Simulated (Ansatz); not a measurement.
`C#C/C=C/C` and `C/C=C\[S][AlH2]` differ in one atom or group (the configuration at the double bond changes too).

Ansatz, PBE0-D4/def2-TZVP geometries, multiplicity 1. Each molecule was computed in one conformer, which needn't be the lowest.

```csv
property,`C#C/C=C/C`
HOMO energy (PBE/def2-TZVPP) / eV,-5.78
LUMO energy (ωB97M-V/def2-TZVPP) / eV,1.39
HOMO energy (PBE0/def2-TZVPP) / eV,-6.81
size of the dipole moment (B3LYP/def2-TZVPP) / D,1.14
HOMO–LUMO gap (B3LYP/def2-TZVPP) / eV,5.71
HOMO energy (ωB97M-V/def2-TZVPP) / eV,-8.91
```

Question: What does the change do to each property? (An estimate is asked.)

Answer: The calculation gave: 
```
                                        property  `C/C=C\[S][AlH2]`  shift
               HOMO energy (PBE/def2-TZVPP) / eV              -5.68   0.10
           LUMO energy (ωB97M-V/def2-TZVPP) / eV               0.78  -0.61
              HOMO energy (PBE0/def2-TZVPP) / eV              -6.86  -0.05
size of the dipole moment (B3LYP/def2-TZVPP) / D               2.43   1.29
           HOMO–LUMO gap (B3LYP/def2-TZVPP) / eV               5.26  -0.45
           HOMO energy (ωB97M-V/def2-TZVPP) / eV              -9.03  -0.12
```

With PBE0 the HOMO falls by 0.05 eV and the LUMO falls by 0.49 eV, so the gap narrows by about 0.44 eV. PBE moves the HOMO by 0.10 eV and ωB97M-V by -0.12 eV. Dipoles are sizes alone; their direction can turn.

B3LYP here is the variant with VWN-RPA as its local correlation; programs differ in this.
